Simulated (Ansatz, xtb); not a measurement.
# CH5In (SMILES [CH3][InH2]): methods side by side

CH5In has 7 atoms, charge 0, and is taken as a singlet. As SMILES, `[CH3][InH2]`. Geometry: relaxed at PBE0-D4/def2-TZVP.

```xyz
7

C    -0.5285   -0.7006   -0.4986
In    0.5943    0.7838    0.5840
H    -1.4156   -1.0124    0.0525
H    -0.8483   -0.2800   -1.4559
H     0.0912   -1.5730   -0.7120
H    -0.1335    1.6770    1.8749
H     2.2404    1.1052    0.1551
```

Each level gives the dipole moment (D). The values are calculated.

```csv
level,kind,program,value (D),CPU time
GFN2-xTB,semi-empirical,xtb,1.64,under 2 s
GFN0-xTB,semi-empirical,xtb,1.61,under 2 s
GFN1-xTB,semi-empirical,xtb,0.27,under 2 s
HF/STO-3G,Hartree–Fock,Ansatz,0.21,1.1 s
HF/3-21G,Hartree–Fock,Ansatz,0.54,1.6 s
HF/def2-SVP (core potential),Hartree–Fock,Ansatz,0.59,2.6 s
BLYP/STO-3G,GGA,Ansatz,0.02,3.1 s
PBE0/def2-SVP (core potential),global hybrid,Ansatz,0.69,5.6 s
PBE0/def2-TZVP (core potential),global hybrid,Ansatz,0.68,12 s
MP2/def2-SVPD (core potential),perturbation theory,Ansatz,0.63,9.7 s
```

All-electron rows without a relativistic Hamiltonian named are non-relativistic, while core potentials hold scalar relativity, so basis and relativity change together. The values span 0.02 to 1.64 D. In the correlated wave-function rows the outer d shell of In is correlated, in sets not made for it. Magnitudes only: a small dipole may point the other way at some levels. Sets without polarisation functions give poor dipoles. Times are those of the runs behind each value, whatever else they computed, on shared processors of several kinds: orders of magnitude only.
